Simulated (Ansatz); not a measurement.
`O[Si@H]1C[Si@@H](O)C1`, relaxed with RKS PBE0-D4/def2-TZVP in the Gaussian-basis code of Ansatz from a GFN2-xTB geometry. The force threshold is 0.005 eV/Å; the program also tests the step.

The species carries charge 0 and has multiplicity 1.

Start:

```xyz
14

O     1.453   -0.194    2.008
Si    0.333    0.693    1.223
C    -1.219   -0.296    0.682
Si   -0.658   -0.254   -1.140
O    -0.077   -1.739   -1.497
C     0.709    0.989   -0.635
H     1.700   -1.050    1.668
H     0.192    1.833    2.114
H    -2.152    0.232    0.850
H    -1.333   -1.284    1.120
H    -1.592    0.190   -2.175
H     0.414   -1.882   -2.301
H     0.508    2.006   -0.959
H     1.722    0.756   -0.958
```

Task: By how much does the energy fall, and how many steps does the optimiser take? (An estimate is asked.)

Result: Computed: 3.90 kcal/mol, in 18 steps, 1 of them rejected.

Task: Which bonds change most? (Best estimate.)

Result: The calculation gave: C3–Si4 from 1.906 to 1.871 Å; Si4–C6 from 1.915 to 1.881 Å; Si2–H8 from 1.454 to 1.484 Å.

Task: Give the relaxed structure. (Best estimate.)

Result: The calculation gave: 
```xyz
14

O     1.466   -0.482    1.726
Si    0.363    0.607    1.171
C    -1.281   -0.194    0.691
Si   -0.578   -0.278   -1.041
O     0.193   -1.743   -1.155
C     0.639    1.097   -0.635
H     1.545   -1.286    1.205
H     0.339    1.694    2.181
H    -2.086    0.549    0.737
H    -1.610   -1.105    1.188
H    -1.479   -0.079   -2.213
H     0.650   -1.940   -1.974
H     0.191    2.077   -0.834
H     1.648    1.082   -1.047
```
